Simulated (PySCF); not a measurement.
Computed IR spectrum (relative IR intensity) of a molecule CH₆OSi₂. Geometry optimised at PBE-D3(BJ)/def2-SVP. One conformer was computed; it need not be the lowest. Method: PySCF with PBE-D3(BJ)/def2-SVP. Frequencies are harmonic and unscaled.

Lines under 2 % of the strongest are left out, and lines within 2 cm⁻¹ are merged.

| ν (cm⁻¹) | relative intensity |
|---|---|
| 275 | 4.4 |
| 351 | 4.7 |
| 518 | 4.5 |
| 612 | 6.1 |
| 672 | 30 |
| 728 | 5.8 |
| 815 | 100 |
| 881 | 5.6 |
| 900 | 11 |
| 904 | 22 |
| 1333 | 8.2 |
| 1734 | 59 |
| 2141 | 24 |
| 2153 | 17 |
| 2167 | 12 |
| 2173 | 20 |
| 2179 | 42 |
| 2705 | 70 |

Problem. Identify the compound among the candidates.
(A) O=C[SiH2][SiH3]
(B) O=C([SiH3])[SiH3]
(C) C1[SiH2]O[SiH2]1
(D) CO[Si][SiH3]

Solution. A, O=C[SiH2][SiH3]
